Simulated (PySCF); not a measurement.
Sm⁺: ionisation energy

Sm⁺ [Xe] 4f6 6s1 (8F) → Sm²⁺ [Xe] 4f6 (7F), as a difference of total energies. Calculation: PySCF 2.14, in x2c-TZVPPall (11s7p7d4f2g, 113 functions); scalar relativity by spin-free X2C-1e. Correlated levels: valence: [Kr] 4d10 frozen; valence and next inner shell: [Ar] 3d10 frozen. The calculations carry no spin-orbit coupling.

```tsv
method	ionisation energy (eV)	plus first-order spin-orbit estimate	difference from reference of that sum (eV)
UHF	10.319	10.307	-0.771
LDA	11.501	11.489	+0.411
PBE	11.321	11.309	+0.231
PBE0	11.119	11.107	+0.029
r2SCAN	11.070	11.058	-0.020
MP2 (valence)	11.066	11.054	-0.024
SCS-MP2 (valence)	10.861	10.849	-0.229
MP2 (valence and next inner shell)	11.131	11.119	+0.041
SCS-MP2 (valence and next inner shell)	10.926	10.914	-0.164
```

Reference: 11.078 ± 0.02 eV (semi-empirical (NIST evaluation); NIST Atomic Spectra Database, ionization energies).

A first-order spin-orbit estimate (lowest level to lowest level, LS coupling) adds -0.012 eV.

Errors of the correlated levels include the incompleteness of this basis and the frozen core.
